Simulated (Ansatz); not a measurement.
Program: Ansatz. Geometries: PBE0-D4/def2-TZVP. ΔE: electronic, gas phase. CBS: MP2 limit from def2 TZ/QZ plus the TZ coupled-cluster correction, frozen cores. This one scheme is used for every species. Functionals use def2-TZVPP. B3LYP here is the variant with VWN-RPA as its local correlation; programs differ in this. One conformer a species, not always the lowest.

Reaction (formal exchange of groups at a B–O bond): `OB[SiH]1C[SiH2]1` + CH₄ → `CB[SiH]1C[SiH2]1` + H₂O

`OB[SiH]1C[SiH2]1`:

Z-matrix (Å, degrees):
```
Si
B 1 1.998
Si 1 2.267 2 116.7
C 1 1.910 2 117.8 3 59.9
H 1 1.484 2 119.5 3 -151.3
O 2 1.354 1 117.5 3 -50.9
H 2 1.204 1 122.5 3 126.1
H 3 1.482 1 121.6 2 -153.1
H 3 1.482 1 121.5 2 3.6
H 4 1.087 1 116.8 2 144.0
H 4 1.088 1 115.2 2 9.6
H 6 0.961 2 113.7 1 176.1
```

CH₄:

Cartesian coordinates in Å:
```
C 0.000 0.000 0.000
H -0.009 -0.556 0.937
H 0.583 -0.546 -0.741
H 0.446 0.980 0.163
H -1.021 0.121 -0.360
```

`CB[SiH]1C[SiH2]1`:

Z-matrix (Å, degrees):
```
Si
C 1 1.892
Si 1 2.380 2 50.8
B 1 2.251 2 93.6 3 -27.0
H 1 1.478 2 115.4 3 -128.3
H 1 1.483 2 112.8 3 101.3
H 2 1.088 1 112.5 3 112.5
H 2 1.086 1 118.1 3 -114.9
H 3 1.500 1 105.0 2 101.1
C 4 1.581 1 127.7 2 143.5
H 4 1.208 1 90.5 2 -88.2
H 10 1.095 4 110.5 1 173.9
H 10 1.096 4 110.5 1 57.0
H 10 1.093 4 114.4 1 -64.3
```

H₂O:

Cartesian coordinates in Å:
```
O -0.027 0.277 -0.272
H -0.028 -0.674 -0.404
H 0.055 0.397 0.676
```

```json
{"level": "PBE-D4", "ΔE (kJ/mol)": "89.3", "difference from CCSD(T)/CBS": "-8.7"}
{"level": "r2SCAN-D4", "ΔE (kJ/mol)": "101.6", "difference from CCSD(T)/CBS": "3.6"}
{"level": "PBE0-D4", "ΔE (kJ/mol)": "94.8", "difference from CCSD(T)/CBS": "-3.2"}
{"level": "B3LYP-D4", "ΔE (kJ/mol)": "113.6", "difference from CCSD(T)/CBS": "15.6"}
{"level": "ωB97X-V", "ΔE (kJ/mol)": "115.2", "difference from CCSD(T)/CBS": "17.2"}
{"level": "ωB97M-V", "ΔE (kJ/mol)": "103.7", "difference from CCSD(T)/CBS": "5.7"}
{"level": "B2PLYP", "ΔE (kJ/mol)": "114.6", "difference from CCSD(T)/CBS": "16.6"}
{"level": "PBE", "ΔE (kJ/mol)": "94.7", "difference from CCSD(T)/CBS": "-3.3"}
{"level": "r2SCAN", "ΔE (kJ/mol)": "102.9", "difference from CCSD(T)/CBS": "4.9"}
{"level": "PBE0", "ΔE (kJ/mol)": "99.3", "difference from CCSD(T)/CBS": "1.3"}
{"level": "B3LYP", "ΔE (kJ/mol)": "122.4", "difference from CCSD(T)/CBS": "24.4"}
{"level": "HF/def2-TZVPP", "ΔE (kJ/mol)": "164.6", "difference from CCSD(T)/CBS": "66.6"}
{"level": "MP2/def2-TZVPP", "ΔE (kJ/mol)": "93.4", "difference from CCSD(T)/CBS": "-4.6"}
{"level": "SCS-MP2/def2-TZVPP", "ΔE (kJ/mol)": "106.7", "difference from CCSD(T)/CBS": "8.7"}
{"level": "CCSD/def2-TZVPP", "ΔE (kJ/mol)": "112.3", "difference from CCSD(T)/CBS": "14.3"}
{"level": "CCSD(T)/def2-TZVPP", "ΔE (kJ/mol)": "103.2", "difference from CCSD(T)/CBS": "5.2"}
{"level": "HF/def2-QZVPP", "ΔE (kJ/mol)": "164.1", "difference from CCSD(T)/CBS": "66.1"}
{"level": "MP2/def2-QZVPP", "ΔE (kJ/mol)": "90.2", "difference from CCSD(T)/CBS": "-7.8"}
{"level": "SCS-MP2/def2-QZVPP", "ΔE (kJ/mol)": "104.2", "difference from CCSD(T)/CBS": "6.2"}
{"level": "HF/CBS(def2)", "ΔE (kJ/mol)": "164.0", "difference from CCSD(T)/CBS": "66.0"}
{"level": "MP2/CBS(def2)", "ΔE (kJ/mol)": "88.2", "difference from CCSD(T)/CBS": "-9.8"}
{"level": "CCSD/CBS(def2)", "ΔE (kJ/mol)": "107.1", "difference from CCSD(T)/CBS": "9.1"}
{"level": "CCSD(T)/CBS", "ΔE (kJ/mol)": "98.0", "difference from CCSD(T)/CBS": "0"}
```

Largest T1 diagnostic among the species: 0.015.

From PBE to PBE0 (25 % exact exchange), in def2-TZVPP and without D4, ΔE moves by +4.6 kJ/mol. In def2-TZVPP, CCSD(T) changes the Hartree–Fock value by −61.4 kJ/mol (the triples alone add −9.1 kJ/mol) and MP2 by −71.2 kJ/mol. The D4 term adds −8.8 kJ/mol with B3LYP and −4.6 kJ/mol with PBE0; it sums over pairs of atoms, weighted by their polarisabilities, and B3LYP, whose exchange is more repulsive, gets the larger term.
